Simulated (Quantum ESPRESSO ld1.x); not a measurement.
Question: The mean radii <r> (bohr) of the occupied orbitals of an atom or ion are listed with their occupations. Method: scalar-relativistic Kohn-Sham, LDA (Slater exchange, VWN5 correlation), spin-unpolarised, spherical densities, point nucleus; computed with ld1.x of Quantum ESPRESSO 7.5.

| orbital | occ. | <r> |
|---|---|---|
| 1s | 2 | 0.2303 |
| 2s | 2 | 1.108 |

Name the element and its charge.

Answer: Z = 7, nitrogen, charge +3: N3+ in [He] 2s2. The 1s radius gives Z: for a bare nucleus <r> = (2 gamma + 1)/(2Z) with gamma = sqrt(1 - (Z/c)^2), 0.2141 bohr for Z = 7, and screening makes it slightly larger (0.2303 here). The occupations add up to 4, and the charge is Z minus that.
